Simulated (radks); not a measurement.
Results of a calculation; reference values are marked as such.
Mn VI, 20 electrons, occupied as [Ar] 3d2 (the NIST ground configuration).

Code: a radial shooting solver on a logarithmic mesh with Libxc functionals. Model: scalar-relativistic Kohn-Sham, PBEsol, spin-unpolarised, spherical densities, finite nucleus; Fermi nuclear charge, rms radius 3.7057 fm.

Energy parts (eV):
total: -31309.419
kinetic: 31657.673
electron-nucleus: -73106.476
Hartree: 11455.023
exchange-correlation: -1315.639

Orbitals (lengths in bohr, moments of r in powers of bohr; <r^-3> diverges for s and p1/2; r(max) is where P^2 peaks):
\begin{tabular}{lrrrrrr}
orbital & occ. & eigenvalue (eV) & <r^-3> & <r^2> & <r^4> & r(max) \\ \hline
1s & 2 & -6506.841 & - & 0.004996 & 0.00006420 & 0.03990 \\
2s & 2 & -829.4186 & - & 0.09231 & 0.01488 & 0.2327 \\
2p & 6 & -715.9308 & 417.6 & 0.07514 & 0.01150 & 0.1885 \\
3s & 2 & -164.9630 & - & 0.7734 & 0.9355 & 0.7252 \\
3p & 6 & -132.8852 & 57.73 & 0.8443 & 1.175 & 0.7342 \\
3d & 2 & -82.4778 & 5.971 & 0.9962 & 1.945 & 0.6948 \\
\end{tabular}

The highest occupied level is 3d at -82.478 eV. The density falls to 0.001 e/bohr^3 at r = 2.34 bohr. Summed over all electrons, <r^2> = 9.250 bohr^2, which gives a Langevin (diamagnetic) susceptibility term of -7.33 x 10^-6 cm^3/mol. For comparison, the ionisation energy in NIST's Atomic Spectra Database is 95.60 eV (measured). In exact Kohn-Sham theory the highest level is minus the ionisation energy, but local and semilocal functionals leave it too shallow, through self-interaction and a potential that decays too fast; potentials with the right tail come closer. The electron density at the nucleus is 1.324e+04 e/bohr^3 (large components only).

Beside tabulated values, note that spin-unpolarised runs miss the spin-polarisation part of the exchange energy of open shells.
